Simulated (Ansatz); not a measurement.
Input file for Ansatz (an electronic-structure program): R-B3LYP/def2-TZVPP on H3NOSe (SMILES N[Se]O), a point of a torsion scan.

Ansatz 0.2 input:
```yaml
crystal:
  periodic: [false, false, false]
  atoms:
    - {symbol: N, position_ang: [-0.97877702, 0.13955203, -0.04904407]}
    - {symbol: Se, position_ang: [0.42198168, -0.37593605, 1.03085446]}
    - {symbol: O, position_ang: [1.69679021, -0.32209515, -0.25545821]}
    - {symbol: H, position_ang: [-1.61573272, -0.62577262, -0.24780370]}
    - {symbol: H, position_ang: [-1.50489112, 0.89733606, 0.37115135]}
    - {symbol: H, position_ang: [1.42973412, 0.35632273, -0.88097629]}
basis:
  gaussian:
    orbitals: def2-TZVPP
hamiltonian:
  xc: {name: B3LYP}
scf: {lower_state_search: off}
```

It printed:

```
WARN ansatz: RAYON_NUM_THREADS=1 ignored (pool sized by the plan → 1); use --threads N
Functional definition: B3LYP
these checks for a lower state are left out or cut short: stability, starts, cluster_reference, orbital_swaps, neighbouring_geometries, increment
integrals: 0.06 GiB planned
892 factors; their error is unknown
mean field: 0.58 GiB planned
mean field evaluation 1: about -68926.8196 eV, gradient 7.8e1 eV
mean field evaluation 2: about -68898.0506 eV, gradient 1.4e2 eV
mean field evaluation 4: about -68937.0014 eV, gradient 7.1e0 eV
mean field evaluation 8: about -68937.4258 eV, gradient 4.0e-1 eV
mean field evaluation 16: about -68937.4259 eV, gradient 8.5e-6 eV
mean field -68937.42594521 eV, -2533.4036760207 hartree, gradient 2.1e-6 eV, S^2 0.000000; 0 other end points of the search recorded, 0 dependent functions left out
reference -68937.42614615 eV, -2533.4036834054 hartree; 26, 26 occupied and 126, 126 virtual orbitals, 892 factors
Total energy: -68937.42614615 eV, -2533.4036834054 hartree
Checks for a lower state left out: stability, starts, cluster_reference, orbital_swaps, neighbouring_geometries, increment
```

The run converged.

Cost: roughly 3 core-seconds.
